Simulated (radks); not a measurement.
The nuclear charge of the oxygen ion O+ is varied continuously with 7 electrons held in [He] 2s2 2p3. Method: scalar-relativistic Kohn-Sham, PBEsol, spin-polarised, spherical densities, point nucleus; open shells are filled with parallel spins first; computed with a radial shooting solver on a logarithmic mesh with Libxc functionals. By the Hellmann-Feynman theorem dE/dZ = E(electron-nucleus)/Z, the electronic potential at the nucleus. The scalar-relativistic energy here is not variational (the density holds large components alone), so the two differ by a part that grows with Z.

| Z | E (hartree) | E(electron-nucleus)/Z (hartree) | HOMO | e(HOMO) (eV) | <r> HOMO (bohr) |
|---|---|---|---|---|---|
| 7.5 | -63.92337 | -19.9487 | 2p | -16.361 | 1.232 |
| 7.75 | -69.01325 | -20.7682 | 2p | -21.100 | 1.153 |
| 8 | -74.30797 | -21.5872 | 2p | -26.289 | 1.085 |
| 8.25 | -79.80743 | -22.4059 | 2p | -31.921 | 1.025 |
| 8.5 | -85.51159 | -23.2244 | 2p | -37.995 | 0.9717 |
| 8.75 | -91.42039 | -24.0428 | 2p | -44.508 | 0.9240 |
| 9 | -97.53382 | -24.8611 | 2p | -51.458 | 0.8810 |

The central difference of E at Z = 8 is -21.588 hartree, to compare with the third column; the second derivative is -3.28 hartree.
